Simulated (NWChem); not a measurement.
Molecule: Si$_{2}$H$_{4}$OF$_{2}$; SMILES O([SiH2]F)[SiH2]F

```xyz
9

Si    -0.3078     1.5434    -0.3908
F      0.9535     1.9795     0.5255
O     -0.7306    -0.0001    -0.0077
Si    -0.2980    -1.5336     0.4029
F      0.9279    -2.0005    -0.5456
H      0.1152     1.6226    -1.8099
H     -1.4466     2.4333    -0.0646
H     -1.4514    -2.4264     0.1424
H      0.1767    -1.5766     1.8072
```
Atoms are numbered in this order, from 1.

Results from NWChem. Medium grid unless said otherwise, to which SCAN and Minnesota functionals are sensitive. Structure relaxed at the PBE0/def2-SVP level. Total energies of different functionals are on different scales.

```
level                                  energy (Ha)  highest occupied level (eV)  orbital gap (eV)  dipole (D)
-------------------------------------  -----------  ---------------------------  ----------------  ----------
PBE/def2-TZVP                            -856.0876                        -7.88              7.24        1.56
B3LYP/def2-TZVP                          -856.7184                          [?]               [?]        1.68
PBE0/def2-TZVP                           -856.1484                        -9.36              9.60        1.68
LDA (Slater exchange, VWN5)/def2-TZVP    -852.5350                        -7.96              7.03        1.62
r2SCAN/def2-TZVP                         -856.5007                        -8.26              8.07        1.60
Hartree-Fock/def2-TZVP                   -854.3288                       -13.01             16.33        1.89
```

Problem. What belongs in the gaps?

Solution. 
- B3LYP/def2-TZVP, highest occupied level (eV): -9.16
- B3LYP/def2-TZVP, orbital gap (eV): 9.17
